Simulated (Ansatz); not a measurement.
`N[SiH2]C[SiH3]` → `C[SiH3]` + `N[SiH]` at 400 K and 1 bar (silylene formation by 1,1-elimination).

Computed with Ansatz on PBE0-D4/def2-TZVP structures; ΔE is electronic, products minus reactants. CBS: MP2 limit from def2 TZ/QZ plus the TZ coupled-cluster correction, frozen cores. This one scheme is used for every species. Each species was taken in one conformer, which may not be the lowest.

```
         species  CCSD(T)/CBS energy (Eh)  H − E (kJ/mol)  S (J/(mol·K))
`N[SiH2]C[SiH3]`               -676.36397           286.5          404.5
       `C[SiH3]`               -330.73916           180.9          277.1
        `N[SiH]`               -345.56329           104.6          261.0
```

H − E and S are ideal-gas, rigid-rotor, harmonic terms from PBE0-D4/def2-TZVP, for one conformer and one mirror image of each species. 1 Eh = 2625.50 kJ/mol, R = 8.31446 J/(mol·K).

**Question.** By hand: ΔE, ΔH, ΔS and ΔG.

**Answer.** ΔE = (-330.73916) + (-345.56329) − (-676.36397) = 0.06152 Eh = 161.5 kJ/mol. Δ(H − E) = 180.9 + 104.6 − 286.5 = -1.0, so ΔH = 160.5 kJ/mol. ΔS = 277.1 + 261.0 − 404.5 = 133.6 J/(mol·K). ΔG = 160.5 − 400 × (133.6)/1000 = 107.1 kJ/mol.

**Question.** By hand: the equilibrium constant, and the temperature at which ΔG would vanish if ΔH and ΔS stayed fixed.

**Answer.** log₁₀ K = −ΔG/(RT ln 10) = -14.0. ΔG = 0 at ΔH/ΔS = 1201 K.

The number of gas molecules changes by +1, which sets the sign of ΔS. A doubt of 5 kJ/mol in ΔE shifts log₁₀ K by 0.7 here. Other conformers and mirror images would add mixing entropy, several J/(mol·K) or more a flexible species. Modes under 60 cm⁻¹, often nearly free rotors, make the harmonic entropy too high. These are equilibria of isolated gas molecules and say nothing of rates. Largest T1 diagnostic: 0.015 (customary marks: 0.02 for closed shells, 0.045 for open ones).
